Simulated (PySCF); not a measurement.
ReO₂Br₃, SMILES [O]=[Re](=[O])([Br])([Br])[Br], multiplicity 1. Coordinates come from a B3LYP-D3(BJ)/def2-SVP optimisation. The multiplicity is an assumed one; other spin states were not compared. The def2 effective core potentials stand for the cores of Re; spin–orbit coupling is left out.

Problem. Give the equilibrium geometry at B3LYP-D3(BJ)/def2-SVP (PySCF confirms it by a frequency run) as a Z-matrix, and its point group. (The exact figures need the calculation; the answer reports its results.)

Solution. point group C2v.
```
Re
O 1 1.6919
O 1 1.6919 2 111.66
Br 1 2.4896 2 94.05 3 -95.99
Br 1 2.4896 2 94.05 3 95.99
Br 1 2.5101 2 124.17 3 180.00
```
